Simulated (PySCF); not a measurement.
CH10Ge3O.
Z-matrix (Å and degrees, PBE0-D3(BJ)/def2-SVP geometry), rows numbered from 1:
```
C 
O   1  1.3986
Ge  2  1.7956  1  119.20
Ge  3  2.4360  2  109.83  1    66.97
Ge  3  2.4193  2  104.39  1  -171.07
H   1  1.1080  2  112.57  3    59.47
H   1  1.1080  2  112.76  3   -62.38
H   1  1.1019  2  108.56  3   178.56
H   3  1.5524  2  107.30  1   -51.92
H   4  1.5404  3  111.52  2   -51.06
H   4  1.5411  3  109.33  2  -171.02
H   4  1.5395  3  110.17  2    69.65
H   5  1.5379  3  109.44  2   -57.69
H   5  1.5407  3  109.23  2  -176.68
H   5  1.5379  3  110.80  2    63.15
```

Method: core-valence-separated Tamm–Dancoff BHandHLYP/aug-pcX-1 (pcseg-1 on H, def2-SVPD on Ge) in PySCF, non-relativistic, gas phase, PBE0-D3(BJ)/def2-SVP geometry. BHandHLYP without relativity tends to put these K edges a few eV too low, so spacings mean more than positions.

(1) List the carbon K-edge absorption lines.

(2) Give energies, oscillator strengths and core holes at the O K edge.

Results:

(1) 
```csv
E (eV),f,core hole on,main final orbital
286.24,0.0248,C1,LUMO+1 (41 %)
286.94,0.0001,C1,LUMO+2 (54 %)
287.39,0.0304,C1,LUMO+6 (30 %)
287.49,0.0352,C1,LUMO+7 (48 %)
287.90,0.0052,C1,LUMO (44 %)
288.05,0.0020,C1,LUMO+3 (66 %)
288.30,0.0008,C1,LUMO+5 (50 %)
```

The first line with a tenth or more of the strongest one's intensity is at 286.24 eV (f = 0.025), with the hole on C1 (methoxy carbon). The strongest listed is at 287.49 eV (f = 0.035; C1).

(2) 
| E (eV) | f | core hole on | main final orbital |
| --- | --- | --- | --- |
| 531.24 | 0.0212 | O2 | LUMO+1 (52 %) |
| 533.26 | 0.0044 | O2 | LUMO (43 %) |
| 533.47 | 0.0075 | O2 | LUMO+2 (34 %) |
| 533.65 | 0.0043 | O2 | LUMO+3 (44 %) |
| 533.80 | 0.0202 | O2 | LUMO+5 (46 %) |
| 534.21 | 0.0017 | O2 | LUMO+4 (51 %) |
| 534.38 | 0.0026 | O2 | LUMO+6 (49 %) |

The first line with a tenth or more of the strongest one's intensity is at 531.24 eV (f = 0.021), with the hole on O2 (oxygen bonded to C and Ge). It is also the strongest listed.

Roots within 0.03 eV whose holes lie on the same, on equivalent or on shared atoms are summed into one line, and the highest roots are left out, as the search may have cut off their partners. Final orbitals are the ground state's empty Kohn–Sham orbitals.

What are the wavelength and the wavenumber of the 287.49 eV line?

λ = 12398.42 eV Å/287.49 eV = 43.126 Å; 2.3188 × 10⁶ cm⁻¹.

The list ends where the root search ended, not at a threshold. The BHandHLYP/aug-pcX-1 (pcseg-1 on H, def2-SVPD on Ge) calculation is non-relativistic and has no spin–orbit coupling, an omission that weighs most on germanium.

One conformer stands for the species.
